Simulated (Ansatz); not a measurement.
Pulling on the Zn1–F2 bond in F2Zn (SMILES [F][Zn][F]) (multiplicity 1 held, fragments rigid). Energies count from the point at 1.741 Å.
Geometry at that point (charge 0, multiplicity 1):
```xyz
3

Zn     0.0000     0.0000     0.0000
F      0.0000     0.0000     1.7406
F      0.0000     0.0000    -1.7406
```

Signs of static correlation in def2-TZVPP, from Ansatz (a program for electronic structure) runs.

```
R (Å)  T1 of restricted CCSD  ⟨S²⟩ of UHF  largest double amplitude of restricted CCSD
-----  ---------------------  -----------  -------------------------------------------
1.392                  0.017        0.000                                        0.018
1.566                  0.018        0.000                                        0.018
1.741                  0.018        0.000                                        0.019
1.915                  0.019        0.000                                        0.027
2.089                  0.021        0.000                                        0.039
2.350                  0.024        0.000                                        0.061
2.611                  0.029        0.611                                        0.089
3.046                  0.046        0.919                                        0.158
3.481                  0.078        0.981                                        0.303
4.003             (withheld)        1.001                                        0.672
4.699                  0.187        1.006                                   (withheld)
5.570                  0.196        1.006                                        1.504
```

Question: Some entries are withheld; supply them.

Answer: 
- 4.003, T1 of restricted CCSD: 0.133
- 4.699, largest double amplitude of restricted CCSD: 1.260

Doubts at one or more of the structures used: a restricted determinant that unrestricted orbitals would lower (R-CCSD(T)/def2-TZVPP); T1 above 0.05 (R-CCSD(T)/def2-TZVPP, U-CCSD(T)/def2-TZVPP); other coupled-cluster roots lie near (R-CCSD(T)/def2-TZVPP); a spin-contaminated determinant (U-CCSD(T)/def2-TZVPP); the program's own flag: other amplitudes (U-CCSD(T)/def2-TZVPP).
